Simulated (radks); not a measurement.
Species: Ga III. Configuration: [Ar] 3d10 4s1. Method: Dirac Kohn-Sham, OLYP, spin-unpolarised, spherical densities, finite nucleus; Fermi nuclear charge, rms radius 3.9973 fm; computed with a radial shooting solver on a logarithmic mesh with Libxc functionals.

Radial electron density D(r) = 4 pi r^2 rho(r):

r (bohr)  D(r) (e/bohr)
0.003592          3.012
0.004083          3.749
0.004677          4.710
0.005316          5.809
0.006091          7.217
0.006978          8.904
0.007931          10.77
0.009086          13.07
0.01033           15.54
0.01183           18.46
0.01355           21.63
0.01541           24.78
0.01765           28.15
0.02006           31.19
0.02298           34.06
0.02633           36.31
0.02993           37.66
0.03429           38.12
0.03897           37.60
0.04464           36.15
0.05115           34.13
0.05813           32.22
0.0666            30.81
0.0757            30.62
0.08672           31.98
0.09936           34.86
0.1129            38.38
0.1294            41.88
0.1482            43.80
0.1685            43.23
0.193             39.80
0.2194            34.55
0.2513            28.36
0.2879            23.45
0.3273            21.26
0.3749            21.73
0.4261            23.83
0.4882            26.08
0.5593            26.72
0.6357            25.15
0.7283            21.45
0.8278            16.94
0.9484            12.14
1.087             8.105
1.235             5.307
1.415             3.329
1.608             2.166
1.842             1.398
2.111            0.9044
2.399            0.5830
2.748            0.3427
3.124            0.1904
3.579           0.08996
4.1             0.03574
4.66            0.01223
5.339          0.003034
6.068         0.0006253

D(r) has 3 maxima, at r = 0.0340, 0.154, 0.542 bohr, and minima at 0.0721, 0.341 bohr, inside which lie 2.09, 10.92 electrons.
